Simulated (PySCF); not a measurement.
Isomers of C6H11OPS, mass 162.027 u with the commonest isotopes. Method: PBE0/pcSseg-1 in PySCF (dipole) on a GFN2-xTB geometry, gas phase. One conformer each, none proved a minimum here; rigid rotors.

Question: Order these by rotational constant C, smallest first.
A. `[CH3:1]/[CH:2]=[CH:3]/[P@H:4](=[S:5])[CH2:6][C:7]([CH3:8])=[O:9]` with C2–C3–P4–S5 3°, C3–P4–C6–C7 -164°, P4–C6–C7–C8 -102°
B. `[CH3:1][S:2][CH2:3][P:4]1(=[O:5])[C:6]([CH3:7])=[C:8]1[CH3:9]` with C1–S2–C3–P4 50°, S2–C3–P4–O5 50°
C. `[CH3:1][C:2](=[O:3])[P:4]1[CH2:5][CH2:6][S:7][CH2:8][CH2:9]1` with C1–C2–P4–C5 -60°, C2–P4–C5–C6 -162°, P4–C5–C6–S7 72°, C5–C6–S7–C8 -63°, C6–S7–C8–C9 62°

Answer: A (535.1 MHz), C (647.9 MHz), B (666.1 MHz).

Question: Order these by dipole moment, smallest first.
A. `[CH3:1][C:2](=[O:3])[P:4]1[CH2:5][CH2:6][S:7][CH2:8][CH2:9]1` with C1–C2–P4–C5 -60°, C2–P4–C5–C6 -162°, P4–C5–C6–S7 72°, C5–C6–S7–C8 -63°, C6–S7–C8–C9 62°
B. `[CH3:1]/[CH:2]=[CH:3]/[P@H:4](=[S:5])[CH2:6][C:7]([CH3:8])=[O:9]` with C2–C3–P4–S5 3°, C3–P4–C6–C7 -164°, P4–C6–C7–C8 -102°
C. `[CH3:1][S:2][CH2:3][P:4]1(=[O:5])[C:6]([CH3:7])=[C:8]1[CH3:9]` with C1–S2–C3–P4 50°, S2–C3–P4–O5 50°

Answer: A (2.40 D), B (4.67 D), C (5.14 D).

Question: Order these by rotational constant A, smallest first.
A. `[CH3:1][C:2](=[O:3])[P:4]1[CH2:5][CH2:6][S:7][CH2:8][CH2:9]1` with C1–C2–P4–C5 -60°, C2–P4–C5–C6 -162°, P4–C5–C6–S7 72°, C5–C6–S7–C8 -63°, C6–S7–C8–C9 62°
B. `[CH3:1]/[CH:2]=[CH:3]/[P@H:4](=[S:5])[CH2:6][C:7]([CH3:8])=[O:9]` with C2–C3–P4–S5 3°, C3–P4–C6–C7 -164°, P4–C6–C7–C8 -102°
C. `[CH3:1][S:2][CH2:3][P:4]1(=[O:5])[C:6]([CH3:7])=[C:8]1[CH3:9]` with C1–S2–C3–P4 50°, S2–C3–P4–O5 50°

Answer: C (1902 MHz), B (2209 MHz), A (2350 MHz).

```json
{"SMILES": "CC(=O)P1CCSCC1", "point group": "C1", "Ia (u·Å²)": "215.05", "Ib (u·Å²)": "664.11", "Ic (u·Å²)": "780.06", "κ": "-0.87", "μa (D)": "0.30", "μb (D)": "2.26", "μc (D)": "0.75"}
{"SMILES": "CSCP1(=O)C(C)=C1C", "point group": "C1", "Ia (u·Å²)": "265.74", "Ib (u·Å²)": "666.76", "Ic (u·Å²)": "758.71", "κ": "-0.85", "μa (D)": "2.94", "μb (D)": "2.50", "μc (D)": "3.41"}
{"SMILES": "C/C=C/[P@H](=S)CC(C)=O", "point group": "C1", "Ia (u·Å²)": "228.82", "Ib (u·Å²)": "821.52", "Ic (u·Å²)": "944.47", "κ": "-0.90", "μa (D)": "2.78", "μb (D)": "2.80", "μc (D)": "2.49"}
```
